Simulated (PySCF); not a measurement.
**Identify the compound**

The spectra below were simulated for a compound C$_{10}$H$_{10}$.

¹H NMR (400 MHz, computed): δ 7.72 (m, 1H), 7.72 (s, 1H), 7.58 (m, 1H), 7.44 (m, 1H), 2.77 (s, 1H), 2.64 (q, 2H), 1.21 (t, 3H).

¹³C{¹H} NMR (computed): δ 151.5 (C), 138.9 (CH), 136.8 (CH), 134.2 (CH), 133.8 (CH), 127.1 (C), 89.5 (C), 86.7 (CH), 35.0 (CH2), 22.4 (CH3).

[PySCF 2.14: NMR shieldings at PBE0/pcSseg-1/GIAO; GFN2-xTB structure; averaged over atoms made equivalent by symmetry, fast rotation or ring inversion; non-relativistic; no solvent; a single conformation]

Scale: ¹H (σ = 31.72 ppm), ¹³C (σ = 186.93 ppm) against TMS (reference shieldings calculated alike).

Problem. Which of these isomers gave the spectra?
A. C=Cc1ccc2c(c1)CC2
B. CCC#Cc1ccccc1
C. C=CC(=C)c1ccccc1
D. C#CCC1=CC2(C=C1)CC2
E. C#Cc1cccc(CC)c1
F. C1=Cc2ccccc2CC1

Solution. E. 

1. The formula gives 6 degrees of unsaturation (1 ring in the answer).
2. 10 carbon signals for 10 carbons: no two carbons are equivalent.
3. Carbon types of the structure: 3 × C, 5 × CH, 1 × CH2, 1 × CH3, which accounts for all hydrogens.
4. δC 151.5, 127.1: substituted aromatic carbon.
5. δC 138.9, 136.8, 134.2, 133.8: aromatic CH; the aromatic region.
6. δC 89.5: alkyne carbon; sp carbons lie upfield of alkene carbons because the cylindrical π system leaves one tensor component strongly shielded.
7. δC 86.7: terminal alkyne carbon; sp carbons lie upfield of alkene carbons because the cylindrical π system leaves one tensor component strongly shielded.
8. δC 22.4: methyl carbon; saturated and bonded to C and H only.

The others: C=CC(=C)c1ccccc1 would give 8 carbon signals, not 10; C=Cc1ccc2c(c1)CC2 would give 8 signals for carbon-bound and other non-exchanging H, not 7; C1=Cc2ccccc2CC1 would give 8 signals for carbon-bound and other non-exchanging H, not 7; C#CCC1=CC2(C=C1)CC2 would give 9 carbon signals, not 10; CCC#Cc1ccccc1 would give 8 carbon signals, not 10.

Shifts are as computed. Against solution values, carbons near 30 ppm lie about +3 ppm off and those near 130 ppm about +5 ppm. Of 1211 compounds with measured shifts, 218 miss one by over three times the rms of a fit or turn the order of signals round; such compounds aren't used in these exercises. Multiplicities follow the n + 1 count of equivalent neighbours, as no J values were calculated; m marks all less simple cases, F and P coupling included.
